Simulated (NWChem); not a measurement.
Molecule: C5H10O; SMILES OC1CCCC1

Computed with NWChem. Pople sets run with spherical d functions. B3LYP is NWChem's, with the RPA form of VWN correlation. Each level has its own optimisation; frequencies are unscaled. Brackets give each atom's bonded neighbours. One conformer.

```csv
level,r C–O (Å),r H–O (Å),r C–H [C(CCHO)–H(C)] (Å),highest harmonic frequency (cm⁻¹),lowest (cm⁻¹),zero-point energy (kcal/mol),dipole (D)
Hartree-Fock/STO-3G,1.432,0.991,1.094,4223,24,108.6,1.57
Hartree-Fock/3-21G,1.444,0.966,1.078,3876,27,97.3,2.12
Hartree-Fock/6-31G*,1.409,0.948,1.081,4090,23,97.7,1.88
B3LYP/6-31G*,1.430,0.970,1.094,3730,49,91.4,1.75
"LDA (Slater exchange, VWN5)/def2-SVP",1.402,0.978,1.112,3680,69,88.0,1.67
PBE/def2-SVP,1.425,0.976,1.109,3685,54,88.2,1.60
BLYP/def2-SVP,1.437,0.977,1.108,3644,58,87.8,1.59
PBE0/def2-SVP,1.410,0.963,1.100,3870,49,91.3,1.69
```
